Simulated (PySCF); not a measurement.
ZnF₂, optimised at HF/6-31G*:

```xyz
3

Zn     0.0000     0.0000     0.0000
F      1.0048     1.0144    -0.9560
F     -1.0048    -1.0144     0.9560
```

Computed with PySCF and rigid-rotor harmonic-oscillator thermochemistry at 1 bar. 6-31G* has spherical d functions here. All species are closed-shell singlets. B3LYP is the form with VWN-RPA correlation. Zn: all electrons, no relativistic terms.

**Question.** List the harmonic frequencies (cm⁻¹, unscaled) at this level and at the other levels, each on its own geometry.

**Answer.** 
- HF/6-31G*: 143, 143, 648, 818
- B3LYP/6-31G*: 149, 150, 648, 818
- PBE/def2-SVP: 155, 155, 592, 765
- PBE0/def2-TZVP: 166, 166, 602, 764
